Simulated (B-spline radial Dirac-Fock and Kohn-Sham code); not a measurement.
# Anomalous scattering factors of Tb, 5.009 keV to 70.01 keV

Level of theory: the dispersion relation over Dirac-Hartree-Slater subshell photoionisation cross sections, with the Kissel-Pratt high-energy constant (isolated atom, no bound-bound lines or fine structure); a radial B-spline solver. The forward scattering factor is f₀ + f′ + i f″.

Edges near this range: K 51996.0 eV, L1 8708.0 eV, L2 8252.0 eV, L3 7514.0 eV.

| hν (eV) | λ (Å) | f′ (e) | f″ (e) | tabulated f′ | tabulated f″ |
| --- | --- | --- | --- | --- | --- |
| 5009 | 2.475 | -4.659 | 7.138 | -4.68 | 6.75 |
| 5414.7 | 2.290 | -5.043 | 6.324 | -5.08 | 6.00 |
| 5602 | 2.213 | -5.253 | 5.996 | -5.31 | 5.69 |
| 5644 | 2.197 | -5.304 | 5.926 | -5.36 | 5.63 |
| 6000 | 2.066 | ? | ? | ? | ? |
| 6153 | 2.015 | -6.031 | 5.173 | -6.09 | 4.92 |
| 6403.9 | 1.936 | -6.497 | 4.856 | -6.59 | 4.63 |
| 6930.3 | 1.789 | -7.950 | 4.282 | -8.05 | 4.11 |
| 8047.8 | 1.541 | -9.169 | 9.309 | -9.27 | 9.19 |
| 9012 | 1.376 | -5.393 | 12.320 | -5.44 | 12.23 |
| 9251.7 | 1.340 | -4.440 | 11.832 | -4.49 | 11.75 |
| 10060 | 1.232 | -2.597 | 10.381 | -2.64 | 10.29 |
| 12000 | 1.033 | -0.863 | 7.831 | -0.89 | 7.64 |
| 13730 | 0.9030 | -0.336 | 6.283 | -0.37 | 6.11 |
| 15000 | 0.8266 | -0.179 | 5.426 | -0.21 | 5.29 |
| 17479.3 | 0.7093 | -0.115 | 4.197 | -0.14 | 4.09 |
| 22162.9 | 0.5594 | -0.291 | 2.798 | -0.31 | 2.73 |
| 24209.8 | 0.5121 | -0.401 | 2.402 | -0.42 | 2.35 |
| 30000 | 0.4133 | -0.722 | 1.650 | -0.74 | 1.62 |
| 36330 | 0.3413 | -1.078 | 1.175 | -1.09 | 1.15 |
| 40000 | 0.3100 | -1.308 | 0.989 | -1.32 | 0.97 |
| 41810 | 0.2965 | -1.439 | 0.914 | -1.45 | 0.89 |
| 50980 | 0.2432 | -3.217 | 0.639 | -3.29 | 0.63 |
| 70010 | 0.1771 | -0.530 | 2.074 | -0.55 | 2.07 |

Q: What are f′ and f″ at 6000 eV?

A: f′ = -5.787 and f″ = 5.383 electrons (tables: -5.84 and 5.11). By the optical theorem f″ corresponds to a photoabsorption cross section 2 rₑ λ f″ = 62700 b.

Tabulated f′: xraylib 4.2 anomalous scattering factors (Cullen et al., EPDL97); f″: Chantler's tables (J. Phys. Chem. Ref. Data 1995 and 2000). Both are theoretical tables.

Values without a named source are computed, but for edge energies of neutral atoms, which are taken from tables.
